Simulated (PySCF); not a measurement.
## Electric field gradients and quadrupole coupling constants

C2H6B2F2.
Z-matrix (Å and degrees, PBE0-D3(BJ)/def2-SVP geometry), rows numbered from 1:
```
B 
C   1  1.5580
C   2  1.5259  1  117.46
B   3  1.5593  2  113.51  1   -59.04
F   4  1.3213  3  122.37  2   175.72
F   4  1.3242  3  121.63  2    -4.19
H   1  1.2132  2  121.55  3   -10.62
H   1  1.2103  2  119.95  3   172.40
H   2  1.1058  1  108.39  3  -127.50
H   2  1.1113  1  103.98  3   123.77
H   3  1.1050  2  111.27  1    61.47
H   3  1.1057  2  112.65  1   178.30
```

Field gradients from the PBE0/pcSseg-1 density (PySCF, non-relativistic), principal values in atomic units, ordered |Vxx| ≤ |Vyy| ≤ |Vzz|:

```
atom      Vxx      Vyy     Vzz
  B1  -0.2953  -0.3391  0.6343
  B4  -0.0608  -0.3227  0.3835
```

Problem. Find the asymmetry η = (Vxx − Vyy)/Vzz and the couplings χ = eQV/h (234.96 MHz × Q in barn × V in au), with Q(11B) = 0.04059 b.

Solution. 
```tsv
atom	environment	nucleus	η	χzz (MHz)	χxx (MHz)	χyy (MHz)
B1	three-coordinate boron	11B	0.07	6.05	-2.82	-3.23
B4	three-coordinate boron	11B	0.68	3.658	-0.580	-3.077
```

The tensor is traceless: Vxx + Vyy + Vzz = 0.

Problem. What is Vzz at B4 in SI units (1 au = 9.71736 × 10²¹ V/m²)?

Solution. 0.3835 au = 3.727 × 10²¹ V/m².

Problem. What couplings would deuterons (Q(2H) = 0.00286 b) have in place of the hydrogens, at this geometry?

Solution. 
| atom | bonded to | bond length (Å) | Vzz (au) | η | χzz (kHz) |
| --- | --- | --- | --- | --- | --- |
| H7 | B1 | 1.213 | 0.1954 | 0.12 | 131 |
| H8 | B1 | 1.210 | 0.1981 | 0.14 | 133 |
| H9 | C2 | 1.106 | 0.2865 | 0.06 | 193 |
| H10 | C2 | 1.111 | 0.2805 | 0.04 | 188 |
| H11 | C3 | 1.105 | 0.2862 | 0.03 | 192 |
| H12 | C3 | 1.106 | 0.2861 | 0.03 | 192 |

One conformer (not necessarily the lowest) at the PBE0-D3(BJ)/def2-SVP geometry, without solvent, vibrations or thermal averaging. The basis is small and wasn't made for field gradients, so the couplings can be 20 % off.

These values come from a run that also computed NMR shieldings. Time: 11 s wall; peak memory 0.68 GiB. Hardware: one thread, Arm Neoverse V2 (aarch64), shared host.
